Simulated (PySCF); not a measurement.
# How methods differ on the interval between two levels of Ag⁺

Ag⁺ [Kr] 4d10 → Ag⁺ [Kr] 4d9 5p1 [3F4, M_J = 4], as a difference of total energies. All numbers are calculated (PySCF 2.14, the two-component X2C-1e Hamiltonian, in x2c-TZVPall-2c (8s9p7d1f, 77 functions)). Correlated levels: [Ar] 3d10 frozen; the 6 highest virtual spinors dropped. "Screened" scales the spin-orbit matrix elements by Boettger's factors to mimic the two-electron term; Breit and QED terms are absent.

| method | interval between two levels (cm⁻¹) | error (cm⁻¹) |
| --- | --- | --- |
| GHF (spin-free) | 76729 | -6941 |
| GMP2 (spin-free) | 84502 | +833 |
| GHF (screened spin-orbit) | 75505 | -8164 |
| GMP2 (screened spin-orbit) | 83285 | -384 |

Reference: 83670 cm⁻¹ (measured; NIST Handbook of Basic Atomic Spectroscopic Data (Sansonetti and Martin, J. Phys. Chem. Ref. Data 34, 1559 (2005))).

The spin-free rows relax to the high-spin LS determinant and lack the spin-orbit shift.

Errors of the correlated levels include the incompleteness of this basis and the frozen core.

The labels give the starting determinants; with spin-orbit coupling the two ends relaxed to ⟨J²⟩ = 0.00, ⟨L²⟩ = 0.02, ⟨S²⟩ = 0.02 and ⟨J²⟩ = 20.02, ⟨L²⟩ = 12.03, ⟨S²⟩ = 2.02.
